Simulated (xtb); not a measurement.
Ti(Cl)2(OH)2 (Cl2H2O2Ti), SMILES [OH][Ti]([OH])([Cl])[Cl], multiplicity 1. All values are semi-empirical tight-binding results from xtb (GFN2-xTB unless named), good for trends rather than for accurate numbers. Coordinates come from a GFN2-xTB optimisation. The multiplicity is an assumed one; no other spin state was optimised. The structure was generated by enumeration; whether it is a known compound was not checked. One conformer was computed; it need not be the lowest.

Optimised geometry:

Bond lengths (Å): Ti1–Cl2 2.140, Ti1–Cl3 2.140, Ti1–O4 1.680, Ti1–O6 1.680, O4–H5 0.959, O6–H7 0.959. Bond angles (°): Cl2–Ti1–Cl3 101.8, Cl2–Ti1–O4 107.7, Cl2–Ti1–O6 107.7, Cl3–Ti1–O4 107.2, Cl3–Ti1–O6 107.2, O4–Ti1–O6 123.2, Ti1–O4–H5 171.3, Ti1–O6–H7 171.3.

For metal compounds this method's bond lengths and energies can be far off.

The point group as xtb finds it is C2v. The orbital gap comes out as 3.46 eV. The zero-point energy comes out as 16.5 kcal/mol and the G − E(el) at 298.15 K (modified RRHO) is -4.1 kcal/mol.

Computed atomic charges and the Wiberg bond orders between heavy atoms:
charges (e) Ti1 1.07, Cl2 -0.29, Cl3 -0.29, O4 -0.58, H5 0.34, O6 -0.58, H7 0.34. Bond orders Ti1–Cl2 1.09, Ti1–Cl3 1.09, Ti1–O4 1.16, Ti1–O6 1.16.
